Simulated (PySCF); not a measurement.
# Ba⁺: ionisation energy

Ba⁺ [Xe] 6s1 (2S) → Ba²⁺ [Xe] (1S), as a difference of total energies. Computed with PySCF 2.14 in x2c-TZVPPall, with scalar relativity by spin-free X2C-1e. Correlated levels: valence and next inner shell: [Kr] 4d10 frozen. The calculations carry no spin-orbit coupling.

| method | ionisation energy (eV) |
| --- | --- |
| UHF | 9.371 |
| MP2 (valence and next inner shell) | 9.883 |
| SCS-MP2 (valence and next inner shell) | 9.784 |
| CCSD (valence and next inner shell) | 9.850 |
| CCSD(T) (valence and next inner shell) | 9.885 |

Q: How much does correlation contribute at CCSD(T) (valence and next inner shell)?

A: 9.885 − (9.371) = 0.514 eV, measured against UHF.

Errors of the correlated levels include the incompleteness of this basis and the frozen core.

For comparison: 10.004 eV (measured; NIST Atomic Spectra Database, ionization energies).
